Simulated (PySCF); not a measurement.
CH5BOS2. Atoms are numbered in the order given.

```xyz
10

B      0.1163    -0.1369     0.0000
O      1.1800     0.6946     0.0000
C      1.0541     2.0958     0.0000
H      0.5153     2.4490    -0.8952
H      0.5153     2.4490     0.8952
H      2.0628     2.5302     0.0000
S      0.3959    -1.9320     0.0000
H      1.7430    -1.8375     0.0000
S     -1.5815     0.5333     0.0000
H     -2.2118    -0.6591     0.0000
```

Coordinates come from a PBE0-D3(BJ)/def2-SVP optimisation. The structure was generated by enumeration, and PubChem lists no compound with its InChIKey, so it may never have been made. One conformer was computed; it need not be the lowest.

These are PBE0/pcSseg-1 in PySCF values and carry that method's errors.

GIAO shieldings, no solvent; atoms listed in one row are averaged. δ = σ(ref) − σ: ¹¹B against BF3 (σ = 88.8 ppm); ¹⁷O against H2O (σ = 334.2 ppm); ¹³C against TMS (σ = 186.3 ppm); ¹H against TMS (σ = 31.56 ppm); ³³S against H2S (σ = 716.7 ppm), references at their B3LYP-D3(BJ)/def2-TZVP geometries, non-relativistic.

Computed chemical shifts:
```tsv
nucleus	atoms	count	δ (ppm)
¹¹B	B1	1	32.6
¹⁷O	O2	1	141.3
¹³C	C3	1	57.2
¹H	H4, H5, H6	3	4.00
¹H	H8	1	2.63
¹H	H10	1	2.37
³³S	S9	1	114.8
³³S	S7	1	111.8
```
